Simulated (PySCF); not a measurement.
C3H5, charge +2, quartet, geometry from GFN2-xTB of the parent state (a state made from the parent by changing its charge; the spin is typed, not shown lowest); HF/def2-SV(P) (PySCF).

Input for PySCF:
```python
from pyscf import gto, scf

mol = gto.Mole()
mol.atom = '''
    C    -0.69578971    0.49112172   -0.86544132
    C     0.08060792   -0.42817460   -0.19409622
    C     0.62606567   -0.12076032    1.03333018
    H    -1.13234765    0.26451903   -1.83240391
    H    -0.89805254    1.47384322   -0.45108347
    H     0.26404721   -1.40257071   -0.63580060
    H     1.23943974   -0.83337271    1.57453633
    H     0.46160994    0.84446042    1.50199580
'''
mol.basis = 'def2-sv(p)'
mol.charge = 2
mol.spin = 3
mol.verbose = 4
mol.build()

mf = scf.ROHF(mol)
mf.kernel()
```

What the program printed (banner, timings and long lists left out):

```
PySCF version 2.14.0

[INPUT] verbose = 4
[INPUT] num. atoms = 8
[INPUT] num. electrons = 21
[INPUT] charge = 2
[INPUT] spin (= nelec alpha-beta = 2S) = 3
[INPUT] symmetry False subgroup None
[INPUT] Mole.unit = angstrom
[INPUT] Symbol           X                Y                Z      unit          X                Y                Z       unit  Magmom
[INPUT]  1 C     -0.695789710000   0.491121720000  -0.865441320000 AA   -1.314851992191   0.928085544625  -1.635447071682 Bohr   0.0
[INPUT]  2 C      0.080607920000  -0.428174600000  -0.194096220000 AA    0.152326892271  -0.809132727495  -0.366788697613 Bohr   0.0
[INPUT]  3 C      0.626065670000  -0.120760320000   1.033330180000 AA    1.183092652292  -0.228203931515   1.952711036448 Bohr   0.0
[INPUT]  4 H     -1.132347650000   0.264519030000  -1.832403910000 AA   -2.139826936295   0.499868521436  -3.462741539482 Bohr   0.0
[INPUT]  5 H     -0.898052540000   1.473843220000  -0.451083470000 AA   -1.697073346070   2.785160036347  -0.852424217618 Bohr   0.0
[INPUT]  6 H      0.264047210000  -1.402570710000  -0.635800600000 AA    0.498976910856  -2.650474512237  -1.201489003834 Bohr   0.0
[INPUT]  7 H      1.239439740000  -0.833372710000   1.574536330000 AA    2.342201656502  -1.574846181587   2.975442436878 Bohr   0.0
[INPUT]  8 H      0.461609940000   0.844460420000   1.501995800000 AA    0.872316362977   1.595798916835   2.838360702247 Bohr   0.0

nuclear repulsion = 65.3355066149296
number of shells = 28
number of NR pGTOs = 92
number of NR cGTOs = 52
basis = def2-sv(p)
ecp = {}

******** <class 'pyscf.scf.rohf.ROHF'> ********
method = ROHF
initial guess = minao
damping factor = 0
level_shift factor = 0
DIIS = <class 'pyscf.scf.diis.CDIIS'>
diis_start_cycle = 1
diis_space = 8
diis_damp = 0
SCF conv_tol = 1e-09
SCF conv_tol_grad = None
SCF max_cycles = 50
direct_scf = True
direct_scf_tol = 1e-13
num. doubly occ = 9  num. singly occ = 3
Set gradient conv threshold to 3.16228e-05
init E= -116.689085640486
  HOMO = -0.111441883164063  LUMO = 0.107859724906602  gap/eV = 5.96750
cycle= 1 E= -115.078013791233  delta_E= 1.61  |g|= 0.655  |ddm|= 1.82
  HOMO = -0.733738116467497  LUMO = -0.45179760264189  gap/eV = 7.67199
cycle= 2 E= -115.232568584254  delta_E= -0.155  |g|= 0.254  |ddm|= 0.792
  HOMO = -0.613410673573207  LUMO = -0.320208525770729  gap/eV = 7.97844
cycle= 3 E= -115.254515961659  delta_E= -0.0219  |g|= 0.0614  |ddm|= 0.23
  HOMO = -0.602439174521331  LUMO = -0.319277070553621  gap/eV = 7.70523
cycle= 4 E= -115.255618244383  delta_E= -0.0011  |g|= 0.0176  |ddm|= 0.0719
  HOMO = -0.608030688964619  LUMO = -0.319369449134949  gap/eV = 7.85487
cycle= 5 E= -115.255773008486  delta_E= -0.000155  |g|= 0.00561  |ddm|= 0.0193
  HOMO = -0.60816061564394  LUMO = -0.320036285922323  gap/eV = 7.84026
cycle= 6 E= -115.25578748418  delta_E= -1.45e-05  |g|= 0.00174  |ddm|= 0.00567
  HOMO = -0.608281936955304  LUMO = -0.320178425268468  gap/eV = 7.83970
cycle= 7 E= -115.25578998282  delta_E= -2.5e-06  |g|= 0.000372  |ddm|= 0.003
  HOMO = -0.608301850628555  LUMO = -0.320198416250411  gap/eV = 7.83969
cycle= 8 E= -115.25579012634  delta_E= -1.44e-07  |g|= 7.12e-05  |ddm|= 0.000775
  HOMO = -0.608303084630896  LUMO = -0.320204446250277  gap/eV = 7.83956
cycle= 9 E= -115.255790133329  delta_E= -6.99e-09  |g|= 1.96e-05  |ddm|= 0.00018
  HOMO = -0.608304846291681  LUMO = -0.320204065027887  gap/eV = 7.83962
cycle= 10 E= -115.255790133947  delta_E= -6.17e-10  |g|= 1.12e-05  |ddm|= 3.7e-05
  HOMO = -0.608306187475407  LUMO = -0.320203241895588  gap/eV = 7.83968
Extra cycle  E= -115.255790134117  delta_E= -1.7e-10  |g|= 5.67e-06  |ddm|= 1.68e-05
converged SCF energy = -115.255790134117
```
